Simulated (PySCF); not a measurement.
Compound: C₆H₈FN (charge -1 and doublet state).
Cartesian coordinates in Å at the GFN2-xTB level; atoms count from 1:
```
atom  x, y, z in Å
C1    -1.1783   -1.3167   -0.5109
C2    -0.3707   -0.0303   -0.6899
C3    -0.8861    1.1114    0.2166
C4     0.2164    1.3398    1.2030
C5     1.3004    0.5619    0.8303
F6     2.5062    0.6000    1.5192
C7     1.0792   -0.2563   -0.2786
N8     1.8388   -1.1137   -0.9471
H9    -0.7174   -2.1113   -1.0930
H10   -1.1758   -1.6110    0.5374
H11   -2.2136   -1.1860   -0.8356
H12   -0.4209    0.2524   -1.7493
H13   -1.1051    2.0163   -0.3782
H14   -1.8346    0.8294    0.7008
H15    0.1822    2.0739    1.9881
H16    2.7715   -1.1506   -0.5244
```

The hyperfine couplings belong to this conformer and change with its torsions.

As a line formula: `C[C@H]1CC=C(F)[C]1[NH-]` [radical] (charge -1).

Method used: UKS B3LYP, pcH-1 on C F H N, non-relativistic, mean-field spin-orbit, GIAO in PySCF 2.14.0. Whether the extra electron is bound in the gas phase wasn't checked; a finite basis holds it in any case. Couplings are sensitive to structure, and on GFN2-xTB geometries they can be far from those on DFT ones, by a factor of two or more for some ions and for spin on atoms past the first row. No stability test was run, so a lower SCF solution isn't excluded.

The largest Mulliken spin populations are on C4 (+0.51), N8 (+0.33) and C7 (+0.14). The angles at C4 add up to 359.6°, so it is planar.

Question: McConnell's relation a(H) = Q·ρ ties the coupling of a proton on a planar π carbon to the spin population of that carbon. What Q do the computed values give?

Answer: 
```csv
H,C,ρ(C),a(H) (G),a/ρ (G)
H15,C4,+0.514,-12.02,-23.4
```

One proton gives one ratio, Q = -23.4 G, and no test of linearity.

Question: How do the β-proton couplings of this frozen conformer go with θ, the angle between the C–H bond and the normal to the plane of the spin centre's three neighbours, both seen down the bond from centre to carbon?

Answer: 
```
β H  on  centre  θ (°)  cos²θ   a (G)
H13  C3      C4     26   0.81  +16.35
H14  C3      C4     35   0.68  +11.25
```

Couplings in gauss use g_iso = 2.0030.

The SMILES draws the unpaired electron on C7; the largest computed Mulliken spin population is on C4 (0.51 against 0.14).
